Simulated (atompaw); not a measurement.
**How hard is this Si PAW (atompaw) potential?**

```json
{
  "Element": "Si (Z = 14)",
  "Generator": "atompaw 4.2.0.5",
  "Type": "PAW",
  "Functional": "PBE",
  "Relativity": "scalar-relativistic",
  "Frozen core": "[Ne]",
  "Valence charge": "4",
  "Reference configuration": "3s2 3p1.75 (charge +0.25)",
  "Partial waves": "3s (bound): rc 2.45 bohr; 3s channel at 0.05 Ry: rc 2.45 bohr; 3p (bound): rc 2.45 bohr; 3p channel at -0.1 Ry: rc 2.45 bohr",
  "Local potential": "ultrasoft scheme with l = 2 at 0 Ry, radius 1.90 bohr",
  "Core correction": "smooth core density matched at 2.35 bohr",
  "Augmentation charge": "besselshape compensation charge, radius 2.40 bohr; PAW radius 2.45 bohr; waves and projectors: custom rrkj gramschmidtortho"
}
```

The pseudo-atom Hamiltonian at the reference potential is diagonalised in spherical Bessel functions j_l(qr) that vanish at 20 bohr, with q² up to the cutoff. All-electron valence levels (Ry): 3s -0.9345, 3p -0.4282.

Problem. How do the lowest levels (Ry) of each channel move with the cutoff, and are there ghosts?

Solution.

| cutoff (Ry) | s #1 | s #2 | p #1 | d #1 | d #2 | f #1 | f #2 | Σ f·Δε (mRy) |
| --- | --- | --- | --- | --- | --- | --- | --- | --- |
| 8 | -0.9344 | -0.0919 | -0.4253 | 0.0022 | 0.0745 | 0.0724 | 0.1884 | 5.3 |
| 10 | -0.9345 | -0.0919 | -0.4274 | 0.0018 | 0.0737 | 0.0724 | 0.1884 | 1.4 |
| 12 | -0.9345 | -0.0919 | -0.4280 | 0.0015 | 0.0733 | 0.0724 | 0.1884 | 0.3 |
| 15 | -0.9345 | -0.0919 | -0.4281 | 0.0014 | 0.0730 | 0.0724 | 0.1884 | 0.1 |
| 18 | -0.9345 | -0.0919 | -0.4281 | 0.0013 | 0.0728 | 0.0724 | 0.1884 | 0.1 |
| 400 | -0.9346 | -0.0919 | -0.4282 | 0.0012 | 0.0727 | 0.0724 | 0.1884 | 0.0 |

Result: no extra level below or beside the all-electron valence levels (s, p, d, f tested); 10 mRy is reached at 8 Ry and 1 mRy at 12 Ry.
